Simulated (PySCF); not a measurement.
# Potential energy of YO along the bond

Set-up: basis Y def2-SVP with ECP28, O def2-SVP; scalar-relativistic core potentials; PySCF 2.14. Energies in eV from Y (4d1 5s2) + O in their ground configurations at the same level. State: ²Σ⁺ (doublet), unpaired electrons σ ↑.

All columns are PBE. A positive dipole means Y(−)O(+).

| R (Å) | E (eV) | μ (D) | Mulliken charge on Y (basis-dependent) | HOMO (eV) | LUMO (eV) | Mayer bond order | ⟨S²⟩ |
| --- | --- | --- | --- | --- | --- | --- | --- |
| 1.543 | -5.900 | -2.23 | 0.01 | -3.44 | -2.60 | 2.64 | 0.75 |
| 1.615 | -6.939 | -2.90 | 0.10 | -3.58 | -2.73 | 2.61 | 0.75 |
| 1.686 | -7.549 | -3.50 | 0.17 | -3.71 | -2.86 | 2.57 | 0.75 |
| 1.740 | -7.790 | -3.91 | 0.22 | -3.80 | -2.96 | 2.54 | 0.75 |
| 1.794 | -7.884 | -4.29 | 0.26 | -3.89 | -3.04 | 2.51 | 0.75 |
| 1.848 | -7.863 | -4.63 | 0.30 | -3.97 | -3.13 | 2.49 | 0.75 |
| 1.920 | -7.697 | -5.05 | 0.34 | -4.06 | -3.23 | 2.46 | 0.75 |
| 2.009 | -7.331 | -5.49 | 0.37 | -4.17 | -3.35 | 2.42 | 0.75 |
| 2.117 | -6.753 | -5.92 | 0.40 | -4.27 | -3.48 | 2.39 | 0.76 |
| 2.260 | -5.873 | -6.34 | 0.42 | -4.37 | -3.61 | 2.37 | 0.76 |

A fit through these points gives, at Re = 1.810 Å, μ = -4.39 D and dμ/dR = -6.54 D/Å; the reduced mass is 13.56 u.

Q: How strong is the fundamental in the double-harmonic approximation, I = 42.26·(dμ/dR)²/μred km/mol?

A: I = 42.26·(-6.54)²/13.56 = 133 km/mol at PBE.

The metal atom is held in its measured ground configuration; semilocal functionals can put another filling of s and d lower by some tenths of an eV, and De to that atom would be smaller. Spin–orbit coupling is left out, which matters for elements this heavy, above all for dissociation energies. With d or f electrons several states lie close, and the lowest PBE0 determinant need not be the measured ground state.
